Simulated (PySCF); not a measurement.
GaBr3, SMILES [Br][Ga]([Br])[Br].

Geometry: B3LYP-D3(BJ)/def2-SVP. The isomer is the one that the SMILES or the coordinates give; other isomers of the formula were not compared.

The numbers are results of ωB97X/def2-TZVP (PySCF), not measurements.

Symmetry labels are those of the subgroup C2v that the program uses (full group D3h).

Computed valence orbital energies around the gap with their symmetry:
```
orbital  symmetry  energy (eV)
-------  --------  -----------
HOMO−7         A1       -12.97
HOMO−6         B1       -12.97
HOMO−5         B2       -12.14
HOMO−4         B1       -11.38
HOMO−3         A1       -11.38
HOMO−2         B2       -11.36
HOMO−1         A2       -11.36
HOMO           B1       -11.05
LUMO           A1        -0.45
LUMO+1         B2         0.01
LUMO+2         B1         3.17
LUMO+3         A1         3.17
```
